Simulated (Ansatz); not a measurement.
## Nudged elastic band run: Cl₂FH₅N₂Ti

input.yaml

```yaml
crystal:
  periodic: [false, false, false]
  atoms:
    - { symbol: Ti, position_ang: [0.073337, -0.013821, 0.031916] }
    - { symbol: Cl, position_ang: [-0.342735, 0.166124, 2.328826] }
    - { symbol: Cl, position_ang: [2.091101, 0.371693, -0.844626] }
    - { symbol: "N", position_ang: [-0.897048, 1.435369, -0.62337] }
    - { symbol: H, position_ang: [-1.826142, 1.707276, -0.277675] }
    - { symbol: H, position_ang: [-0.553509, 2.110769, -1.315826] }
    - { symbol: "N", position_ang: [-0.85146, -1.437894, -0.754557] }
    - { symbol: H, position_ang: [-0.545502, -2.40162, -0.571932] }
    - { symbol: H, position_ang: [-1.617186, -1.40286, -1.433213] }
    - { symbol: F, position_ang: [1.103619, -1.94359, 1.151181] }
    - { symbol: H, position_ang: [0.712025, -1.526047, 1.933777] }
basis:
  gaussian: { orbitals: def2-SVP }
hamiltonian:
  xc: blyp
  dispersion: d4
neb:
  order_check: false
  images: 5
  f_tol: 0.05
  max_iterations: 60
  final_atoms:
    - { symbol: Ti, position_ang: [0.40544759, -0.05185711, -0.52191456] }
    - { symbol: Cl, position_ang: [-0.81397936, -1.81220874, 2.76760989] }
    - { symbol: Cl, position_ang: [1.87829794, -0.04907421, -2.20097433] }
    - { symbol: "N", position_ang: [-0.62025687, 1.51780408, -0.56574456] }
    - { symbol: H, position_ang: [-1.63507677, 1.59725632, -0.68580771] }
    - { symbol: H, position_ang: [-0.19906808, 2.45239894, -0.47726729] }
    - { symbol: "N", position_ang: [-0.80955818, -1.44769492, -0.69077502] }
    - { symbol: H, position_ang: [-1.16432387, -1.90968227, 0.16164476] }
    - { symbol: H, position_ang: [-1.10156276, -1.94229743, -1.541367] }
    - { symbol: F, position_ang: [1.21017419, -0.17161805, 1.09430684] }
    - { symbol: H, position_ang: [0.19640616, -1.1176276, 2.28478999] }
  initial_path:
    images:
      - { positions_ang: [[0.073337, -0.013821, 0.031916], [-0.342735, 0.166124, 2.328826], [2.091101, 0.371693, -0.844626], [-0.897048, 1.435369, -0.62337], [-1.826142, 1.707276, -0.277675], [-0.553509, 2.110769, -1.315826], [-0.85146, -1.437894, -0.754557], [-0.545502, -2.40162, -0.571932], [-1.617186, -1.40286, -1.433213], [1.103619, -1.94359, 1.151181], [0.712025, -1.526047, 1.933777]] }
      - { positions_ang: [[0.04645994, -0.00746359, 0.02404737], [-0.237201, 0.09024921, 2.46169255], [2.13815248, 0.27533178, -0.81766109], [-0.9368334, 1.51585833, -0.63020289], [-1.89500515, 1.67223093, -0.49696192], [-0.54222571, 2.27790783, -1.1065467], [-0.87716423, -1.51960205, -0.74495176], [-0.84762202, -2.37754878, -0.40412631], [-1.37130543, -1.57053105, -1.54241113], [1.11689668, -1.85222918, 0.98311653], [0.75234784, -1.43880443, 1.89850636]] }
      - { positions_ang: [[0.01958289, -0.00110617, 0.01617873], [-0.13166701, 0.01437441, 2.59455909], [2.18520397, 0.17897056, -0.79069618], [-0.97661879, 1.59634766, -0.63703578], [-1.96386831, 1.63718586, -0.71624884], [-0.53094241, 2.44504665, -0.89726741], [-0.90286847, -1.6013101, -0.73534653], [-1.14974205, -2.35347757, -0.23632063], [-1.12542486, -1.73820211, -1.65160925], [1.13017436, -1.76086836, 0.81505206], [0.79267067, -1.35156185, 1.86323573]] }
      - { positions_ang: [[-0.00729417, 0.00525124, 0.0083101], [-0.02613301, -0.06150038, 2.72742564], [2.23225545, 0.08260934, -0.76373127], [-1.01640419, 1.67683699, -0.64386866], [-2.03273146, 1.6021408, -0.93553576], [-0.51965912, 2.61218548, -0.68798811], [-0.9285727, -1.68301814, -0.72574129], [-1.45186207, -2.32940635, -0.06851494], [-0.87954428, -1.90587316, -1.76080738], [1.14345204, -1.66950753, 0.64698758], [0.83299351, -1.26431928, 1.82796509]] }
      - { positions_ang: [[0.13028642, -0.01378488, -0.16843145], [-0.28874846, -0.64506983, 2.74082039], [2.11426962, 0.03871482, -1.24281229], [-0.88435508, 1.62382602, -0.6178273], [-1.9001799, 1.60051264, -0.85229307], [-0.41279544, 2.5589233, -0.61774784], [-0.88890119, -1.60457707, -0.71408587], [-1.356016, -2.18949832, 0.00820496], [-0.95355044, -1.91801459, -1.68766058], [1.16569275, -1.17021104, 0.796094], [0.62079773, -1.21542205, 1.98024006]] }
      - { positions_ang: [[0.26786701, -0.03282099, -0.34517301], [-0.55136391, -1.22863929, 2.75421514], [1.99628378, -0.00517969, -1.72189331], [-0.75230597, 1.57081505, -0.59178593], [-1.76762834, 1.59888448, -0.76905039], [-0.30593176, 2.50566112, -0.54750756], [-0.84922969, -1.526136, -0.70243044], [-1.26016993, -2.0495903, 0.08492486], [-1.0275566, -1.93015601, -1.61451379], [1.18793347, -0.67091454, 0.94520042], [0.40860194, -1.16652483, 2.13251502]] }
      - { positions_ang: [[0.40544759, -0.05185711, -0.52191456], [-0.81397936, -1.81220874, 2.76760989], [1.87829794, -0.04907421, -2.20097433], [-0.62025687, 1.51780408, -0.56574456], [-1.63507677, 1.59725632, -0.68580771], [-0.19906808, 2.45239894, -0.47726729], [-0.80955818, -1.44769492, -0.69077502], [-1.16432387, -1.90968227, 0.16164476], [-1.10156276, -1.94229743, -1.541367], [1.21017419, -0.17161805, 1.09430684], [0.19640616, -1.1176276, 2.28478999]] }
```

Run as:

```bash
$ ansatz run input.yaml --threads 4 --pin off --max-ram 5120MiB --backend cpu --events-out ev --progress --plain --runs-dir out
```

Output, in part (warnings, iteration lines, the closing report on the highest movable image, with atoms numbered from 0):

```
NEB end point (image 0): max|allowed force component| = 9.933e-3 eV/Å (the criterion of neb.relax_end_points is 1.000e-2)
NEB end point (image 6): max|allowed force component| = 2.788e-2 eV/Å (the criterion of neb.relax_end_points is 1.000e-2)
NEB iter   1: max|band force component| = 6.714e0 eV/Å  barrier→ = 2.8683 eV  barrier← = 3.0776 eV  Δτ_max = 0.2000 Å  (352 SCF iters)
NEB iter   2: max|band force component| = 2.674e0 eV/Å  barrier→ = 1.3326 eV  barrier← = 1.5419 eV  Δτ_max = 0.1968 Å  (201 SCF iters)
NEB iter   3: max|band force component| = 1.403e0 eV/Å  barrier→ = 0.9029 eV  barrier← = 1.1122 eV  Δτ_max = 0.1987 Å  (198 SCF iters)
NEB iter   4: max|band force component| = 8.861e-1 eV/Å  barrier→ = 0.7685 eV  barrier← = 0.9778 eV  Δτ_max = 0.2000 Å  (196 SCF iters)
NEB iter   5: max|band force component| = 7.948e-1 eV/Å  barrier→ = 0.6578 eV  barrier← = 0.8671 eV  Δτ_max = 0.1947 Å  (190 SCF iters)
NEB iter   6: max|band force component| = 7.023e-1 eV/Å  barrier→ = 0.5218 eV  barrier← = 0.7311 eV  Δτ_max = 0.1918 Å  (188 SCF iters)
NEB iter   7: max|band force component| = 5.046e-1 eV/Å  barrier→ = 0.3848 eV  barrier← = 0.5941 eV  Δτ_max = 0.1999 Å  (182 SCF iters)
NEB iter   8: max|band force component| = 2.444e-1 eV/Å  barrier→ = 0.3345 eV  barrier← = 0.5439 eV  CI = image 2  Δτ_max = 0.2000 Å  (190 SCF iters)
NEB iter   9: max|band force component| = 3.812e-1 eV/Å  barrier→ = 0.4784 eV  barrier← = 0.6877 eV  CI = image 2  Δτ_max = 0.1005 Å  (183 SCF iters)
NEB iter  10: max|band force component| = 2.983e-1 eV/Å  barrier→ = 0.4496 eV  barrier← = 0.6590 eV  CI = image 2  Δτ_max = 0.0995 Å  (170 SCF iters)
NEB iter  11: max|band force component| = 3.285e-1 eV/Å  barrier→ = 0.4188 eV  barrier← = 0.6281 eV  CI = image 2  Δτ_max = 0.1000 Å  (169 SCF iters)
NEB iter  12: max|band force component| = 3.077e-1 eV/Å  barrier→ = 0.3766 eV  barrier← = 0.5860 eV  CI = image 2  Δτ_max = 0.1973 Å  (169 SCF iters)
NEB iter  13: max|band force component| = 1.692e-1 eV/Å  barrier→ = 0.2977 eV  barrier← = 0.5071 eV  CI = image 2  Δτ_max = 0.1881 Å  (180 SCF iters)
NEB iter  14: max|band force component| = 1.827e0 eV/Å  barrier→ = 0.2703 eV  barrier← = 0.4796 eV  CI = image 1  Δτ_max = 0.0942 Å  (183 SCF iters)
NEB iter  15: max|band force component| = 1.253e0 eV/Å  barrier→ = 0.2798 eV  barrier← = 0.4892 eV  CI = image 1  Δτ_max = 0.1584 Å  (171 SCF iters)
NEB iter  16: max|band force component| = 1.782e0 eV/Å  barrier→ = 0.3151 eV  barrier← = 0.5244 eV  CI = image 3  Δτ_max = 0.1901 Å  (185 SCF iters)
NEB iter  17: max|band force component| = 8.807e-1 eV/Å  barrier→ = 0.3657 eV  barrier← = 0.5750 eV  CI = image 3  Δτ_max = 0.1928 Å  (190 SCF iters)
NEB iter  18: max|band force component| = 2.125e-1 eV/Å  barrier→ = 0.2853 eV  barrier← = 0.4947 eV  CI = image 3  Δτ_max = 0.2000 Å  (188 SCF iters)
NEB iter  19: max|band force component| = 3.850e-1 eV/Å  barrier→ = 0.2769 eV  barrier← = 0.4863 eV  CI = image 3  Δτ_max = 0.0990 Å  (178 SCF iters)
NEB iter  20: max|band force component| = 3.064e-1 eV/Å  barrier→ = 0.2654 eV  barrier← = 0.4747 eV  CI = image 3  Δτ_max = 0.0502 Å  (181 SCF iters)
NEB iter  21: max|band force component| = 4.307e-1 eV/Å  barrier→ = 0.2611 eV  barrier← = 0.4705 eV  CI = image 3  Δτ_max = 0.0501 Å  (173 SCF iters)
NEB iter  22: max|band force component| = 4.025e-1 eV/Å  barrier→ = 0.2571 eV  barrier← = 0.4665 eV  CI = image 3  Δτ_max = 0.1004 Å  (172 SCF iters)
NEB iter  23: max|band force component| = 3.469e-1 eV/Å  barrier→ = 0.2542 eV  barrier← = 0.4635 eV  CI = image 3  Δτ_max = 0.1945 Å  (172 SCF iters)
NEB iter  24: max|band force component| = 2.487e-1 eV/Å  barrier→ = 0.2600 eV  barrier← = 0.4694 eV  CI = image 3  Δτ_max = 0.2000 Å  (180 SCF iters)
NEB iter  25: max|band force component| = 2.004e-1 eV/Å  barrier→ = 0.2461 eV  barrier← = 0.4555 eV  CI = image 3  Δτ_max = 0.0995 Å  (184 SCF iters)
NEB iter  26: max|band force component| = 1.067e-1 eV/Å  barrier→ = 0.2505 eV  barrier← = 0.4599 eV  CI = image 3  Δτ_max = 0.1322 Å  (172 SCF iters)
NEB iter  27: max|band force component| = 1.567e-1 eV/Å  barrier→ = 0.2597 eV  barrier← = 0.4691 eV  CI = image 3  Δτ_max = 0.0664 Å  (173 SCF iters)
NEB iter  28: max|band force component| = 8.280e-2 eV/Å  barrier→ = 0.2521 eV  barrier← = 0.4614 eV  CI = image 3  Δτ_max = 0.0328 Å  (175 SCF iters)
NEB iter  29: max|band force component| = 8.852e-2 eV/Å  barrier→ = 0.2526 eV  barrier← = 0.4619 eV  CI = image 3  Δτ_max = 0.0164 Å  (163 SCF iters)
NEB iter  30: max|band force component| = 3.659e-2 eV/Å  barrier→ = 0.2523 eV  barrier← = 0.4617 eV  CI = image 3  Δτ_max = 0.0000 Å  (293 SCF iters)
Total energy: -53929.39645127 eV, -1981.8687649263 hartree
Atom 0 at     0.068838    -0.214823    -0.050890 Å, force     0.014429    -0.005468    -0.028203 eV/Å
Atom 1 at    -0.775620    -0.534626     2.200884 Å, force     0.004300    -0.008899     0.015948 eV/Å
Atom 2 at     1.792989    -0.106843    -1.500558 Å, force    -0.001928    -0.003541     0.000970 eV/Å
Atom 3 at    -0.820275     1.384098    -0.432688 Å, force     0.000733    -0.009644     0.006659 eV/Å
Atom 4 at    -1.784364     1.489788    -0.764158 Å, force     0.002628    -0.000013    -0.001549 eV/Å
Atom 5 at    -0.366475     2.303431    -0.353376 Å, force     0.002510     0.003514     0.001494 eV/Å
Atom 6 at    -0.991553    -1.538109    -0.807519 Å, force    -0.018451     0.001872     0.022944 eV/Å
Atom 7 at    -1.761279    -1.986251    -0.297768 Å, force     0.003200     0.000692    -0.002037 eV/Å
Atom 8 at    -0.867088    -1.932977    -1.746056 Å, force     0.013493     0.006957    -0.005623 eV/Å
Atom 9 at     1.765533    -0.870206     1.329962 Å, force     0.003942     0.011193    -0.007678 eV/Å
Atom 10 at     1.085795    -0.928083     2.046667 Å, force    -0.024858     0.003337    -0.002924 eV/Å
Dipole moment:    -0.488154     0.063695    -0.178206 e Å
```

The run converged. A vibrational analysis at the climbing image gives no mode beyond 40i cm⁻¹: the surface is too flat there to confirm a saddle point. The orbitals stay closed-shell, which can raise the energy where a bond breaks towards radicals; this wasn't checked here.

Final band (atoms are numbered from 1 in the order of the input):

| image | path coordinate (Å) | energy (kJ/mol) | Ti1–Cl2 (Å) | F10–H11 (Å) | Cl2–H11 (Å) |
| --- | --- | --- | --- | --- | --- |
| 0 | 0.00 | 0.0 | 2.34 | 0.97 | 2.03 |
| 1 | 1.27 | 11.0 | 2.34 | 0.97 | 2.01 |
| 2 | 2.55 | 18.6 | 2.36 | 0.97 | 1.99 |
| 3 | 3.82 | 24.3 | 2.43 | 0.99 | 1.91 |
| 4 | 4.79 | 15.1 | 2.94 | 1.49 | 1.38 |
| 5 | 5.77 | -18.4 | 3.66 | 1.78 | 1.32 |
| 6 | 6.75 | -20.2 | 3.93 | 1.83 | 1.32 |

The run took 5.4 min on 4 threads of Arm Neoverse V1, on a shared host, peak memory 0.23 GiB.
